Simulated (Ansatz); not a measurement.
One change: `BNC=C` becomes `B[N]([GeH3])C=C`.

Ansatz, PBE0-D4/def2-TZVP geometries, multiplicity 1. Each molecule was computed in one conformer, which needn't be the lowest.

Scalar relativity is left out up to krypton.

```
                                        property  `BNC=C`
              HOMO energy (PBE0/def2-TZVPP) / eV    -6.89
size of the dipole moment (B3LYP/def2-TZVPP) / D     1.16
         HOMO–LUMO gap (ωB97M-V/def2-TZVPP) / eV    10.41
               LUMO energy (PBE/def2-TZVPP) / eV    -1.51
             HOMO–LUMO gap (PBE/def2-TZVPP) / eV     4.36
            HOMO–LUMO gap (PBE0/def2-TZVPP) / eV     6.34
```

Task: Give the same properties after the change, and the shifts. (An estimate is asked.)

Result: Computed: 
```json
{"property": "HOMO energy (PBE0/def2-TZVPP) / eV", "`B[N]([GeH3])C=C`": "-6.91", "shift": "-0.02"}
{"property": "size of the dipole moment (B3LYP/def2-TZVPP) / D", "`B[N]([GeH3])C=C`": "1.16", "shift": "0.00"}
{"property": "HOMO–LUMO gap (ωB97M-V/def2-TZVPP) / eV", "`B[N]([GeH3])C=C`": "10.38", "shift": "-0.03"}
{"property": "LUMO energy (PBE/def2-TZVPP) / eV", "`B[N]([GeH3])C=C`": "-1.52", "shift": "-0.01"}
{"property": "HOMO–LUMO gap (PBE/def2-TZVPP) / eV", "`B[N]([GeH3])C=C`": "4.37", "shift": "0.01"}
{"property": "HOMO–LUMO gap (PBE0/def2-TZVPP) / eV", "`B[N]([GeH3])C=C`": "6.35", "shift": "0.01"}
```

Dipoles are sizes alone; their direction can turn.

B3LYP here is the variant with VWN-RPA as its local correlation; programs differ in this.
